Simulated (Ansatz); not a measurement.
Si16OH28, relaxed as a singlet with RKS PBE-D4/def2-SVP in Ansatz, starting from a model built from a lattice or polyhedron. Force threshold 0.03 eV/Å.

Single mean-field runs in def2-SVP are fitted with def2-universal-jkfit. A triplet lies near this restricted singlet, and broken spin symmetry wasn't tried.

Start:

```tsv
atom	x (Å)	y (Å)	z (Å)
Si1	-2.534	0.766	-3.450
Si2	-0.799	-4.039	0.794
Si3	2.638	-2.373	1.271
O4	0.058	-0.812	-1.082
Si5	-3.091	0.845	0.329
Si6	-0.495	-0.712	2.711
Si7	0.332	2.507	0.801
Si8	-2.273	4.092	-1.552
Si9	2.919	0.911	3.143
Si10	-1.082	-2.867	-1.212
Si11	-0.207	0.361	-3.083
Si12	-3.383	2.040	-1.644
Si13	2.359	-1.227	-0.743
Si14	1.531	-4.446	1.153
Si15	1.797	-1.120	3.056
Si16	0.047	3.693	-1.209
Si17	2.625	2.138	1.168
H18	-2.716	1.487	-4.713
H19	-3.224	-0.527	-3.508
H20	-1.467	-5.326	0.733
H21	-1.299	-3.251	1.897
H22	4.059	-2.618	1.473
H23	-3.777	-0.400	0.256
H24	-3.624	1.651	1.439
H25	-1.217	-1.979	2.626
H26	-1.007	0.072	3.803
H27	-0.200	3.288	1.915
H28	-2.410	4.789	-2.805
H29	-2.773	4.880	-0.453
H30	4.332	0.712	3.394
H31	2.402	1.740	4.283
H32	-0.528	-3.628	-2.332
H33	-2.474	-2.621	-1.439
H34	0.293	-0.430	-4.192
H35	0.447	1.635	-3.024
H36	-4.776	2.262	-1.898
H37	2.907	-1.974	-1.825
H38	3.047	0.061	-0.658
H39	2.053	-5.213	0.052
H40	1.700	-5.172	2.412
H41	2.022	-1.834	4.297
H42	0.571	2.949	-2.310
H43	0.737	4.963	-1.157
H44	3.152	1.332	0.060
H45	3.327	3.395	1.225
```

```
step   energy (eV)  largest force component (eV/Å)  SCF passes
   1  -128431.4002                           3.014          67
   2  -128433.8449                           1.413          36
   3  -128435.7043                           0.811          31
   4  -128436.7655                           0.677          31
   5  -128437.5692                           0.379          28
   6  -128438.1935                           0.349          27
   7  -128438.5835                           0.427          27
   8  -128438.7688                           0.228          25
   9  -128438.8742                           0.209          27
  10  -128439.0034                           0.287          26
  11  -128439.1276                           0.354          26
  13  -128439.3608                           0.249          26
  15  -128439.4601                           0.304          20
  17  -128439.5279                           0.148          20
  19  -128439.5599                           0.181          20
  21  -128439.5925                           0.178          20
  23  -128439.6134                           0.218          20
  25  -128439.6267                           0.070          20
  27  -128439.6345                           0.037          19
  29  -128439.6414                           0.099          19
  31  -128439.6464                           0.169          19
  33  -128439.6526                           0.072          20
  35  -128439.6568                           0.028          20
  37  -128439.6604                           0.052          20
  39  -128439.6647                           0.071          19
  41  -128439.6666                           0.067          20
  43  -128439.6684                           0.030          15
```

Force components are those of the run's own axes.

End:

```xyz
45

Si   -2.455    0.146   -3.222
Si   -0.517   -3.886    0.896
Si    2.489   -1.911    1.237
O     0.100   -1.369   -1.480
Si   -3.227    0.995    0.602
Si   -1.107    0.589    1.569
Si    0.341    2.438    1.321
Si   -1.927    3.718   -1.703
Si    3.004    0.515    3.549
Si   -1.178   -2.494   -0.877
Si   -0.242   -0.636   -3.086
Si   -3.178    1.726   -1.632
Si    1.733   -0.855   -0.726
Si    1.817   -4.105    0.712
Si    1.477   -1.286    3.276
Si    0.238    3.405   -0.833
Si    2.627    2.110    1.853
H    -2.424    0.788   -4.591
H    -3.368   -1.050   -3.300
H    -1.332   -5.120    0.586
H    -0.982   -3.271    2.184
H     3.947   -1.800    0.797
H    -4.122   -0.214    0.730
H    -3.885    2.129    1.352
H    -0.551   -0.649    0.907
H    -1.370    0.287    3.016
H    -0.256    3.480    2.241
H    -1.879    4.253   -3.114
H    -2.679    4.707   -0.847
H     4.504    0.287    3.503
H     2.750    1.276    4.835
H    -1.416   -3.278   -2.144
H    -2.373   -1.604   -0.679
H     0.081   -1.724   -4.069
H     0.765    0.468   -3.186
H    -4.589    2.014   -2.096
H     2.588   -1.129   -1.941
H     1.477    0.625   -0.704
H     2.091   -4.612   -0.686
H     2.291   -5.138    1.701
H     2.383   -2.327    3.976
H     0.999    2.568   -1.833
H     0.923    4.750   -0.779
H     3.284    1.680    0.557
H     3.147    3.503    2.129
```

Bonds lost: Si6–Si15 (atoms count from 1). Bonds formed: O4–Si10, O4–Si11, O4–Si13, Si5–Si6, Si6–Si7 (atoms count from 1).

The force fell under the threshold at step 35, but the optimiser went on and released 0.012 eV more. No frequencies were taken in this run, so the end may be a saddle point.

It took 3.2 min on 2 threads of AMD EPYC 7R13 on a shared host and a share (18 GiB) of an NVIDIA H100 80GB HBM3.
